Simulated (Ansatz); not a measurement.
Consider the homolysis of the Ge–S bond: `[F][GeH2][S][GeH3]` → `[F][GeH2]`• + `[S][GeH3]`•.

Calculated with Ansatz (gas phase, PBE0-D4/def2-TZVP geometries, no zero-point term in ΔE). CCSD(T)/CBS is the MP2 limit (def2-TZVPP, def2-QZVPP) plus CCSD(T) − MP2 in def2-TZVPP, frozen cores. DFT in def2-TZVPP. B3LYP here is the variant with VWN-RPA as its local correlation; programs differ in this. HSE06 is defined as in plane-wave codes. Open shells (•) are unrestricted, without spin–orbit coupling. For Ge outer-core shells are correlated without core-valence functions, which leaves a few kJ/mol of doubt a bond. Scalar relativity is left out up to krypton. Each species was taken in one conformer, which may not be the lowest.

```json
{"level": "revPBE-D4", "ΔE (kcal/mol)": "80.4", "difference from CCSD(T)/CBS": "-7.6"}
{"level": "B97M-V", "ΔE (kcal/mol)": "84.7", "difference from CCSD(T)/CBS": "-3.3"}
{"level": "B3LYP-D4", "ΔE (kcal/mol)": "80.0", "difference from CCSD(T)/CBS": "-8.0"}
{"level": "r2SCAN0-D4", "ΔE (kcal/mol)": "81.5", "difference from CCSD(T)/CBS": "-6.5"}
{"level": "HSE06-D4", "ΔE (kcal/mol)": "83.5", "difference from CCSD(T)/CBS": "-4.5"}
{"level": "BHLYP-D4", "ΔE (kcal/mol)": "80.4", "difference from CCSD(T)/CBS": "-7.6"}
{"level": "ωB97M-V", "ΔE (kcal/mol)": "84.4", "difference from CCSD(T)/CBS": "-3.6"}
{"level": "PBE", "ΔE (kcal/mol)": "80.3", "difference from CCSD(T)/CBS": "-7.7"}
{"level": "revPBE", "ΔE (kcal/mol)": "75.1", "difference from CCSD(T)/CBS": "-12.9"}
{"level": "r2SCAN0", "ΔE (kcal/mol)": "80.7", "difference from CCSD(T)/CBS": "-7.3"}
{"level": "HSE06", "ΔE (kcal/mol)": "81.4", "difference from CCSD(T)/CBS": "-6.6"}
{"level": "LC-ωPBE", "ΔE (kcal/mol)": "80.8", "difference from CCSD(T)/CBS": "-7.2"}
{"level": "HF/def2-TZVPP", "ΔE (kcal/mol)": "58.7", "difference from CCSD(T)/CBS": "-29.3"}
{"level": "CCSD(T)/def2-TZVPP", "ΔE (kcal/mol)": "84.5", "difference from CCSD(T)/CBS": "-3.5"}
{"level": "MP2/def2-QZVPP", "ΔE (kcal/mol)": "91.3", "difference from CCSD(T)/CBS": "3.3"}
{"level": "SCS-MP2/def2-QZVPP", "ΔE (kcal/mol)": "88.6", "difference from CCSD(T)/CBS": "0.6"}
{"level": "CCSD(T)/CBS", "ΔE (kcal/mol)": "88.0", "difference from CCSD(T)/CBS": "0"}
```

Largest T1 diagnostic among the species: 0.014.

In def2-TZVPP, CCSD(T) changes the Hartree–Fock value by +25.8 kcal/mol (the triples alone add +2.7 kcal/mol) and MP2 by +30.8 kcal/mol; breaking electron pairs costs correlation energy, which Hartree–Fock lacks. The D4 term adds +4.1 kcal/mol with B3LYP and +2.2 kcal/mol with PBE0; it sums over pairs of atoms, weighted by their polarisabilities, and B3LYP, whose exchange is more repulsive, gets the larger term.

CCSD(T)/CBS has its own doubt, a few kJ/mol and more with outer-core shells, so smaller differences from it don't rank the levels.
